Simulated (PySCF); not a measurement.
Br+: excitation energy

Br+ [Ar] 3d10 4s2 4p4 (3P) → Br+ [Ar] 3d10 4s1 4p5 (3P), as a difference of total energies. Calculation: PySCF 2.14, in def2-QZVPPD; the non-relativistic Hamiltonian (point nucleus). Correlated levels: valence: [Ar] 3d10 frozen; valence and next inner shell: [Ne] frozen. The calculations carry no spin-orbit coupling.

| method | excitation energy (eV) |
| --- | --- |
| UHF | 13.529 |
| LDA | 12.112 |
| PBE | 12.078 |
| PBE0 | 12.464 |
| r2SCAN | 12.266 |
| LC-wPBE | 12.724 |
| wB97X-V | 12.595 |
| BHandHLYP | 12.880 |
| M06-2X | 12.234 |
| MP2 (valence) | 12.446 |
| SCS-MP2 (valence) | 12.309 |
| MP2 (valence and next inner shell) | 12.444 |
| SCS-MP2 (valence and next inner shell) | 12.298 |

Task: How much does correlation contribute at MP2 (valence and next inner shell)?

Result: 12.444 − (13.529) = -1.085 eV, measured against UHF.

These non-relativistic numbers lack the scalar-relativistic shift.

Errors of the correlated levels include the incompleteness of this basis and the frozen core.

For comparison: 11.924 eV (measured; NIST levels, between the centres of gravity of the two terms).
